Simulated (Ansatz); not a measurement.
Reaction (ligand exchange at a B–C bond): `NB(N)CO` + HCl → `NB(N)Cl` + CH₃OH

Isolated molecules relaxed with PBE0-D4/def2-TZVP in Ansatz; ΔE leaves out vibrations. CCSD(T)/CBS is the MP2 limit (def2-TZVPP, def2-QZVPP) plus CCSD(T) − MP2 in def2-TZVPP, frozen cores. This one scheme is used for every species. Functionals use def2-TZVPP. HSE06 is defined as in plane-wave codes. One conformer a species, not always the lowest.

```csv
species,HSE06-D4 energy (Eh)
`NB(N)CO`,-251.79011
HCl,-460.65768
`NB(N)Cl`,-596.84740
CH₃OH,-115.63493
```

**Question.** Work out ΔE.

**Answer.** ΔE = (-596.84740) + (-115.63493) − (-251.79011) − (-460.65768) = -0.03454 Eh = -90.7 kJ/mol. CCSD(T)/CBS gives -89.3 kJ/mol.

**Question.** What do rigid-rotor, harmonic-oscillator terms from PBE0-D4/def2-TZVP frequencies (298.15 K, 1 bar) make of the CCSD(T)/CBS value? (Best estimate.)

**Answer.** Ansatz gave: ΔZPE = +8.1 kJ/mol, ΔH = -82.7 kJ/mol, ΔS = 18 J/(mol·K), ΔG = -88.1 kJ/mol.

Largest T1 diagnostic among the species: 0.011.

In def2-TZVPP, CCSD(T) changes the Hartree–Fock value by +17.3 kJ/mol (the triples alone add +1.1 kJ/mol) and MP2 by +11.5 kJ/mol. At CCSD(T), def2-SVP lies −3.1 kJ/mol from the extrapolated value and def2-TZVPP +2.1 kJ/mol.
